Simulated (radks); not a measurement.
Hg, configuration [Hg] (the NIST ground configuration). Calculated with a radial shooting solver on a logarithmic mesh with Libxc functionals: scalar-relativistic Kohn-Sham, PBE, spin-polarised, spherical densities, point nucleus. Some entries of the table are withheld. Estimate them.

orbital,occ.,eigenvalue (eV),r(max) (bohr),<1/r> (bohr^-1)
1s,2,-83188.20,0.01022,(1)
2s,2,-14743.34,0.05913,22.91
2p,6,-12711.02,0.04906,20.28
3s,2,-3498.632,0.1667,8.490
3p,6,-2911.591,0.1664,7.721
3d,10,-2294.716,0.1355,7.259
4s,2,-769.2557,0.3756,3.644
4p,6,-576.8411,0.3958,3.284
4d,10,-348.7441,0.4028,2.947
5s,2,-118.1825,0.8274,1.505
4f,14,-95.8873,0.3666,2.534
5p,6,-66.5159,0.9281,1.279
5d,10,-9.8604,(2),0.8856
6s,2,-6.8169,2.204,0.4730

Answer. 
(1) 1s <1/r> (bohr^-1): 97.67
(2) 5d r(max) (bohr): 1.163
